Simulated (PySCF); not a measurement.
Compound: C6H15P2 (charge +1).
SMILES: `CC[C@@H]1[C@H](CC)[P@@H+]1P`

Torsions of this conformer, `[CH3:1][CH2:2][C@@H:3]1[C@H:4]([CH2:5][CH3:6])[P@@H+:7]1[PH2:8]`: C1–C2–C3–C4 -80°, C3–C4–C5–C6 -156°, H–P8–P7–C4 109°, H–P8–P7–C4 -156°.

The closed-shell ground state was solved at several levels (PySCF, density fitting, gas phase, non-relativistic). One conformer (not necessarily the lowest) at the PBE0-D3(BJ)/def2-SVP geometry, without solvent, vibrations or thermal averaging.

| level | basis functions | total energy (Eh) | HOMO (eV) | LUMO (eV) | gap (eV) |
| --- | --- | --- | --- | --- | --- |
| PBE0/def2-SVPD | 288 | -919.1919 | -12.56 | -5.37 | 7.19 |
| PBE0/pcSseg-1 | 225 | -919.4881 | -12.65 | -5.44 | 7.21 |

**Question.** Estimate the row for B3LYP/pcSseg-1, a basis of 225 functions; the other rows only guide the guess.

**Answer.** Total energy -920.0839 Eh, HOMO -12.44 eV, LUMO -5.66 eV, gap 6.78 eV.

**Question.** Over all these levels, which gives the widest orbital gap and which the narrowest?

**Answer.** PBE0/pcSseg-1 (global hybrid, 25 % exact exchange) has the widest, 7.21 eV, and B3LYP/pcSseg-1 (global hybrid, 20 % exact exchange) the narrowest, 6.78 eV. The two share the basis. From the narrowest to the widest the HOMO moves by -0.21 eV and the LUMO by +0.22 eV.
